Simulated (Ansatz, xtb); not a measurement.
## Two structures of ClFH4InNSi

Structure I: `F[Si@H](Cl)[NH][InH2]`, a singlet. Structure II: a singlet given by its coordinates. Both are gas-phase species (loosely bound parts included), relaxed with B3LYP-D3(BJ)/def2-SVP; the shapes shown needn't be the lowest conformers.

I (Å):

```yaml
atoms:
  - { symbol: Cl, position_ang: [-0.2526, -2.5735, 1.7944] }
  - { symbol: F, position_ang: [-1.5099, 0.0381, 1.2646] }
  - { symbol: In, position_ang: [2.2230, -0.6814, -0.4700] }
  - { symbol: N, position_ang: [0.1699, -0.8819, -0.7408] }
  - { symbol: Si, position_ang: [-1.0358, -1.2538, 0.3974] }
  - { symbol: H, position_ang: [-2.2575, -1.8257, -0.2079] }
  - { symbol: H, position_ang: [-0.1645, -0.6663, -1.6790] }
  - { symbol: H, position_ang: [2.8096, -0.8932, 1.1260] }
  - { symbol: H, position_ang: [3.0054, -0.3087, -1.9623] }
```

II (Å):

```xyz
9

Cl    0.3042    0.3815    1.2347
F     2.9481   -1.0938    1.2181
In    1.3669   -0.0533   -2.2077
N    -1.1624   -0.5733   -1.6030
Si    1.5319   -1.2158    0.3902
H    -1.2182   -0.1928   -0.6516
H    -1.8567   -0.0931   -2.1774
H     0.8596   -2.4202    1.0094
H    -1.4393   -1.5555   -1.5481
```

Close contacts (Å): Cl1–Si5 2.18, F2–Si5 1.65, In3–N4 2.65, In3–Si5 2.85, N4–H6 1.03, N4–H7 1.02, N4–H9 1.02, Si5–H8 1.51.

**Question.** Estimate E(II) − E(I) at the level CCSD(T)/def2-SVP + ΔMP2/def2-TZVPP.

**Answer.** Calculated at CCSD(T)/def2-SVP + ΔMP2/def2-TZVPP: E(II) − E(I) = +12.1 kJ/mol, so structure I lies lower.

The same difference at several levels:

| level | geometry | E(II) − E(I) (kJ/mol) | departure from the last row (kJ/mol) | job, with rough time for the two |
| --- | --- | --- | --- | --- |
| B3LYP-D3(BJ)/def2-SVP | B3LYP-D3(BJ)/def2-SVP | −31.8 | −43.9 | optimisation, 2.3 min |
| HF/def2-SVP | B3LYP-D3(BJ)/def2-SVP | +20.2 | +8.2 | part of the CCSD(T) run |
| MP2/def2-SVP | B3LYP-D3(BJ)/def2-SVP | +32.4 | +20.4 | part of the CCSD(T) run |
| CCSD(T)/def2-SVP | B3LYP-D3(BJ)/def2-SVP | +11.5 | −0.5 | single point |
| CCSD(T)/def2-SVP + ΔMP2/def2-TZVPP | B3LYP-D3(BJ)/def2-SVP | +12.1 |  | single point, 67 s |

B3LYP-D3(BJ)/def2-SVP puts the two in the other order. The largest departure from CCSD(T)/def2-SVP + ΔMP2/def2-TZVPP is that of B3LYP-D3(BJ)/def2-SVP, 43.9 kJ/mol. Levels run at GFN2-xTB geometries aren't shown. The last row adds to CCSD(T) the change of the MP2 difference between the two basis sets, here +0.5 kJ/mol.

With harmonic frequencies from B3LYP-D3(BJ)/def2-SVP (ideal gas, rigid rotor, one conformer each, 600 K, 1 atm): on the last row, ΔE + ΔZPE = +34.6 kJ/mol. A mode under 50 cm⁻¹ makes harmonic enthalpies and free energies unreliable, so none is given.

The correlated steps freeze 16 core orbitals; the filled d shell of In is correlated, in a basis made for valence electrons. Atoms past krypton carry core potentials in the def2 sets and no spin–orbit term is included. Codes used: Ansatz 0.2.0; the last row on 2 threads of Intel(R) Xeon(R) Platinum 8375C CPU @ 2.90GHz (Ice Lake) on a shared host.
